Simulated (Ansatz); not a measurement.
Job for Ansatz (a program for electronic structure): R-CCSD(T)/aug-cc-pVDZ on GeH6Se (a complex), monomers drawn apart or pushed together. The run froze 28 orbitals, filled d shells among them.

Ansatz 0.2 input:
```yaml
crystal:
  periodic: [false, false, false]
  atoms:
    - {symbol: Ge, position_ang: [0.11057783, 0.05083799, -0.08422467]}
    - {symbol: H, position_ang: [-1.40387662, 0.02942135, 0.15658022]}
    - {symbol: H, position_ang: [0.39073553, 0.12046956, -1.59506055]}
    - {symbol: H, position_ang: [0.74358985, -1.22941606, 0.48266219]}
    - {symbol: H, position_ang: [0.73231329, 1.27433504, 0.60332693]}
    - {symbol: Se, position_ang: [-0.17657739, -1.01999232, 5.34744743]}
    - {symbol: H, position_ang: [-0.37935005, -0.00923388, 6.39660997]}
    - {symbol: H, position_ang: [1.18253795, -0.52574471, 5.08508129]}
basis:
  gaussian:
    orbitals: aug-cc-pVDZ
magnetization: {spin_polarized: false}
correlation: {method: ccsd_t, electrons: outside_noble_gas}
scf: {lower_state_search: off}
```

Predict the final total energy.

-4478.9333 hartree (reference determinant -4478.6187, T1 diagnostic 0.010).

How many basis functions does it have, and what does it roughly cost on one machine?

126 functions; about 11 core-seconds (a rough figure).
